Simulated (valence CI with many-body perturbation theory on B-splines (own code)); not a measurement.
Missing levels of W⁵²⁺

Calculated by configuration interaction combined with many-body perturbation theory (CI+MBPT): four valence electrons over a frozen Dirac-Fock core [Ar], a basis of 7 s, 7 p, 8 d, 6 f, 4 g, 1 h functions for each j, with the one-electron correlation potential Σ1, the two-electron term Σ2, the three-electron term Σ3, Breit, model QED; selected CI, second order for the rest, scaled by the run's own slope (own B-spline code, finite nucleus).

The last digits are not significant, and no measured levels were compared; by estimate large intervals hold to a few tenths of a per cent, small ones and those within an open d or f shell to about a per cent. Excitations out of the core, of the other parity, are not computed and may begin above about 241 eV (a cautious bound); beyond it only levels of the ground parity were kept, without lifetimes. Only levels of the ground parity were solved; by the run's estimate the other parity begins above the list, which can be wrong where configurations are misplaced.

```
                    Level  E (cm⁻¹)
            (3d3/2^4) J=0         0
      (3d3/2^3 3d5/2) J=1    516830
      (3d3/2^3 3d5/2) J=4    612820
      (3d3/2^3 3d5/2) J=2    638220
      (3d3/2^3 3d5/2) J=3         ?
(3d3/2^2 3d5/2^2) J=0 [a]         ?
(3d3/2^2 3d5/2^2) J=2 [a]   1108100
(3d3/2^2 3d5/2^2) J=4 [a]   1126400
(3d3/2^2 3d5/2^2) J=3 [a]   1142900
    (3d3/2^2 3d5/2^2) J=5   1172200
    (3d3/2^2 3d5/2^2) J=6         ?
    (3d3/2^2 3d5/2^2) J=1   1214400
(3d3/2^2 3d5/2^2) J=3 [b]   1239300
(3d3/2^2 3d5/2^2) J=4 [b]   1242300
(3d3/2^2 3d5/2^2) J=2 [b]   1258200
(3d3/2^2 3d5/2^2) J=2 [c]   1360200
(3d3/2^2 3d5/2^2) J=4 [c]         ?
(3d3/2^2 3d5/2^2) J=2 [d]         ?
(3d3/2^2 3d5/2^2) J=0 [b]   1633800
  (3d3/2 3d5/2^3) J=4 [a]         ?
```

Levels are named by their leading jj configuration (3d3/2^4 stands for four electrons in 3d with j = 3/2), which in mixed levels can hold well under half, so a name can repeat and another be missing. Letters in brackets count levels of one name in rising energy.

**Question.** The levels stand in rising order. What does the calculation give for the missing energies?

**Answer.** (3d3/2^3 3d5/2) J=3 665590; (3d3/2^2 3d5/2^2) J=0 [a] 1103600; (3d3/2^2 3d5/2^2) J=6 1194900; (3d3/2^2 3d5/2^2) J=4 [c] 1403400; (3d3/2^2 3d5/2^2) J=2 [d] 1505700; (3d3/2 3d5/2^3) J=4 [a] 1715900.
